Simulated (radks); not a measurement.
Q: These are the eigenvalues of the occupied orbitals of an atom or ion with whole-number occupations (eV). Method: scalar-relativistic Kohn-Sham, SCAN, spin-polarised, spherical densities, finite nucleus; meta-GGA in the generalised Kohn-Sham scheme; Fermi nuclear charge, rms radius of each element as measured or else 0.836 A^(1/3) + 0.57 fm; computed with a radial shooting solver on a logarithmic mesh with Libxc functionals.

1s up: -48433.03
1s down: -48433.02
2s up: -7972.738
2s down: -7972.629
2p up: -7099.035
2p down: -7098.955
3s up: -1762.729
3s down: -1759.945
3p up: -1488.834
3p down: -1485.965
3d up: -1122.782
3d down: -1120.436
4s up: -354.4667
4s down: -347.7033
4p up: -263.9321
4p down: -257.1028
4d up: -137.6383
4d down: -130.5837
5s up: -44.5406
5s down: -42.0358
5p up: -23.2862
5p down: -21.1976
6s up: -3.8894
4f up: -2.9704
5d up: -1.2957

Which element is it, and in what charge state? The configuration may be excited. Open shells, if any, are filled with parallel spins first.

A: Z = 63, europium, charge 0: Eu in [Xe] 4f7 5d1 6s1. The list shows which subshells hold electrons but not how many an open one holds; the 1s level, -1779.9 hartree, gives Z - s = 59.7 by -(Z - s)^2/2, which with screening and relativity narrows Z to a few neighbours, and the depths of the outer levels then fix element, charge and occupations together.
